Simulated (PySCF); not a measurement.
Coordinates in bohr (charge -1 multiplicity 1):
```
Li    0.0000    0.0000    0.0000
Br    4.3745    0.0000    0.0000
Br   -4.3745    0.0000    0.0000
```

Method: PBE0 in PySCF with Li def2-TZVPD, Br def2-TZVPD; no relativity; density-fitted integrals.

This geometry of [LiBr2]- is a stationary point at this level.

(1) What is the point group?

(2) Is it a minimum?

(3) Which band is strongest in the infrared?

(4) What are the dipole moment and the gap between the highest occupied and lowest empty levels?

(5) Give the ideal-gas entropy at 298.15 K and 1 bar by parts.

## Answers

(1) D∞h.

(2) Yes: all harmonic wavenumbers are real.

(3) 578 cm⁻¹ (σu+), 185 km/mol.

(4) 0.00 D about the centre of mass and 6.21 eV.

(5) translation 172.5, rotation 79.5, vibration 36.4, spin 0.0; total 288.4 J/(mol K).

This need not be the most stable arrangement of these atoms. The lowest empty level of this anion is unbound, so it and the gap depend on the basis.
